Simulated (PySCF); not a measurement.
TeFCl, SMILES F[Te]Cl.

Geometry: B3LYP-D3(BJ)/def2-TZVP. The def2 effective core potentials stand for the cores of Te; spin–orbit coupling is left out.

Level of theory: ωB97X/def2-TZVPD (PySCF).

The molecule is in vacuum.

Q: Estimate the frontier levels, gap, dipole moment and polarisability. (Estimate from the structure and the level; the computed values follow.)

A: 
The highest occupied level is -8.99 eV. The lowest empty level is -0.80 eV, the orbital gap is 8.19 eV and the dipole moment is 2.51 D. The quadrupole, principal values (traceless, Buckingham form, about the centre of nuclear charge) comes out as -2.64, -1.77, 4.42 D·Å, the mean static polarisability comes out as 53.9 bohr³ (7.99 Å³) and the polarisability, principal values is 46.5, 47.4, 67.7 bohr³.
